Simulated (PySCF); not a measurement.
Compound: C₄H₄F₄Se.
Z-matrix (Å and degrees, PBE0-D3(BJ)/def2-SVP geometry), rows numbered from 1:
```
F 
C   1  1.3293
C   2  1.3308  1  122.55
Se  3  1.8913  2  122.59  1     2.27
C   4  1.9441  3   97.71  2  -154.54
C   5  1.5093  4  115.25  3   -77.99
F   6  1.3299  5  112.17  4   -58.78
F   6  1.3397  5  111.97  4    62.46
F   6  1.3379  5  109.97  4  -178.52
H   2  1.0937  1  113.30  3   179.23
H   3  1.0911  2  119.47  1   178.13
H   5  1.0981  4  110.29  3    46.22
H   5  1.0991  4  105.92  3   163.00
```

Level: B3LYP/def2-SVPD in PySCF, non-relativistic, on one gas-phase PBE0-D3(BJ)/def2-SVP geometry that isn't relaxed in the solvent. The solvent is an IEF-PCM continuum (van der Waals radii × 1.2), and excitations are vertical TDDFT with non-equilibrium linear response and a frozen core. Specific hydrogen bonds and non-electrostatic terms are outside this model. Spin–orbit coupling is left out although an atom past zinc is present.

Gas-phase singlets (H = HOMO, L = LUMO):

| state | E (eV) | λ (nm) | f | leading configuration |
| --- | --- | --- | --- | --- |
| S1 | 4.641 | 267 | 0.024 | H→L 80% |
| S2 | 5.296 | 234 | 0.010 | H→L+2 69% |
| S3 | 5.541 | 224 | 0.141 | H→L+1 52% |
| S4 | 5.930 | 209 | 0.006 | H→L+3 98% |
| S5 | 6.244 | 199 | 0.017 | H→L+4 96% |

How does the list change in tetrahydrofuran (ε = 7.426)?

```json
{"state": "S1", "E (eV)": "4.697", "λ (nm)": "264", "f": "0.032", "leading configuration": "H→L 82%", "change by rank (eV)": "+0.056"}
{"state": "S2", "E (eV)": "5.300", "λ (nm)": "234", "f": "0.023", "leading configuration": "H→L+1 56%", "change by rank (eV)": "+0.004"}
{"state": "S3", "E (eV)": "5.549", "λ (nm)": "223", "f": "0.181", "leading configuration": "H→L+2 48%", "change by rank (eV)": "+0.008"}
{"state": "S4", "E (eV)": "6.011", "λ (nm)": "206", "f": "0.008", "leading configuration": "H→L+3 97%", "change by rank (eV)": "+0.081"}
{"state": "S5", "E (eV)": "6.361", "λ (nm)": "195", "f": "0.028", "leading configuration": "H→L+4 82%", "change by rank (eV)": "+0.117"}
```

The ground-state energy changes by -0.184 eV from gas to tetrahydrofuran. By how much does the total energy of gas-phase S1 change?

E(S1) = E(S0) + excitation energy, so it changes by -0.184 + 0.056 = -0.128 eV: it is lowered less than the ground state, which is what a blue shift means. This is the vertical state, with the slow part of the continuum still set for S0.

How do the frontier levels move from gas to tetrahydrofuran?

```tsv
orbital	gas (eV)	solvent (eV)	change (eV)	Löwdin shares, gas	Löwdin shares, solvent
LUMO+2	-0.06	0.13	+0.19	Se4 43 %, C3 15 %, C2 12 %, C5 8 %	Se4 45 %, C3 18 %, C2 12 %, C5 5 %
LUMO+1	-0.19	-0.03	+0.16	Se4 34 %, C3 19 %, C2 16 %, C5 10 %	Se4 37 %, C3 17 %, C2 15 %, C5 10 %
LUMO	-0.74	-0.52	+0.22	Se4 34 %, C2 18 %, C3 17 %, C5 11 %	Se4 35 %, C2 18 %, C3 17 %, C5 11 %
HOMO	-6.37	-6.24	+0.13	Se4 52 %, C3 15 %, C2 15 %, C5 7 %	Se4 52 %, C3 16 %, C2 15 %, C5 6 %
HOMO-1	-8.53	-8.37	+0.16	C3 34 %, Se4 25 %, C2 18 %, F1 11 %	C3 33 %, Se4 26 %, C2 18 %, F1 10 %
HOMO-2	-9.45	-9.25	+0.20	Se4 52 %, C3 18 %, C5 12 %	Se4 51 %, C3 18 %, C5 12 %
HOMO-3	-10.61	-10.39	+0.22	F1 21 %, Se4 17 %, C2 16 %, C5 15 %	Se4 18 %, C5 18 %, F1 16 %, C2 16 %
```

The HOMO–LUMO gap goes from 5.63 to 5.71 eV.
